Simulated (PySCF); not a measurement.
ClGeH6NSi, SMILES Cl[SiH2][NH][GeH3].

Coordinates come from a B3LYP-D3(BJ)/def2-SVP optimisation. A frequency run showed that this geometry is not a minimum. This is a generated structure with no PubChem entry under its InChIKey; it may be hypothetical. One conformer was computed; it need not be the lowest.

All values below come from PBE/def2-TZVP in PySCF.

The molecule is in vacuum.

Computed frontier levels, gap, dipole moment and polarisability:
```yaml
highest_occupied_level: -6.11 eV
lowest_empty_level: -0.97 eV
orbital_gap: 5.14 eV
dipole_moment: 2.01 D
quadrupole, principal values (traceless, Buckingham form, about the centre of nuclear charge): -2.81, -2.00, 4.80 D·Å
mean_static_polarisability: 76.2 bohr³ (11.29 Å³)
polarisability_principal_values: 64.9, 76.9, 86.7 bohr³
```
